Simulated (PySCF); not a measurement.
Predicted microwave data (PBE0-D3(BJ)/def2-SVP geometry optimisation, gas phase in PySCF) for one isomer of C3H7BGe:

```
Rotational constants : A = 13765, B = 922.7, C = 878.7 MHz
Dipole components    : |μa| = 2.79 D, |μb| = 0.54 D, |μc| = 0.04 D
Inertial defect      : -9.33 u·Å²
κ                    : -0.99
```

Question: Which candidate fits, each taken in the one conformer that was computed?
A. `[BH2:1][GeH2:2][CH2:3][C:4]#[CH:5]` with H–B1–Ge2–C3 136° and -45°, B1–Ge2–C3–C4 -45°
B. `[BH]([GeH3])C#CC`

Answer: B. It is CC#C[BH][GeH3], a near-prolate asymmetric top. The candidates at the same level (rigid rotor, commonest isotopes):

| SMILES | A (MHz) | B (MHz) | C (MHz) | μa (D) | μb (D) | μc (D) | Δ (u·Å²) | point group | rotor |
| --- | --- | --- | --- | --- | --- | --- | --- | --- | --- |
| CC#C[BH][GeH3] | 13765 | 922.7 | 878.7 | 2.79 | 0.54 | 0.04 | -9.33 | – | near-prolate asymmetric top |
| [BH2][GeH2][CH2]C#C | 5561 | 2094 | 1670 | 0.33 | 0.08 | 0.36 | -29.54 | C1 | asymmetric top |

`[BH2][GeH2][CH2]C#C` has B 127 % too high. No structure here is proved a minimum.
